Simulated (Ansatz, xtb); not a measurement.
## C4H9NSeSi: 6 structures ranked

6 gas-phase structures of C4H9NSeSi, from a drawn sample of its isomers (lower ones may exist). Each was relaxed with GFN2-xTB; where two conformers were screened, the lower at r2SCAN-D4/def2-SVP//GFN2-xTB is listed:

A. `C=C1CN(C)[Si@@H]1[SeH]`, a singlet
B. `CC[C@H](C#N)[SiH2][SeH]`, a singlet
C. `CC1=CCN[Si@@H]1[SeH]`, a singlet
D. `C#CCN(C)[SiH2][SeH]`, a singlet
E. `N#CCCC[Se][SiH3]`, a singlet
F. `N[Si@@H]1CCC=C[Se]1`, a singlet

Q: Estimate their order in r2SCAN-D4/def2-SVP//GFN2-xTB energy at these geometries, lowest first.

A: Calculated order at r2SCAN-D4/def2-SVP//GFN2-xTB: F (0.0), C (14.6), B (89.3), A (126.4), E (136.2), D (246.4) kJ/mol.

Energies above the lowest of each column, in kJ/mol; the last columns are at r2SCAN-D4/def2-SVP geometries and were run for some of them only (a dash: not run or not comparable):

```csv
structure,GFN2-xTB,HF/STO-3G,r2SCAN-D4/def2-SVP//GFN2-xTB,r2SCAN-D4/def2-SVP,CCSD(T)/def2-SVP + ΔMP2/def2-TZVPP
F,31.6,0.0,0.0,0.0,0.0
C,0.0,27.0,14.6,6.9,21.8
B,85.2,43.5,89.3,85.8,80.2
A,70.6,145.1,126.4,–,–
E,83.7,74.4,136.2,–,–
D,113.2,272.8,246.4,–,–
```

CCSD(T)/def2-SVP + ΔMP2/def2-TZVPP puts F lowest of those it was run on; GFN2-xTB picks C. Flexible structures stand in one conformer each, not always the lowest. Frequencies (GFN2-xTB) were run for B, C, F alone. The ΔMP2 step shifts differences by up to 42.0 kJ/mol, which makes them less sure. ΔMP2 is the change of the MP2 energy from the smaller to the larger basis.

Over these structures GFN2-xTB departs from r2SCAN-D4/def2-SVP//GFN2-xTB by 42.4 kJ/mol on average once a common shift is removed. A GFN2-xTB relaxation took about 0.22 s and the r2SCAN-D4/def2-SVP//GFN2-xTB energy about 2.6 s on a shared host (Ansatz 0.2.0, xtb 6.7.1).
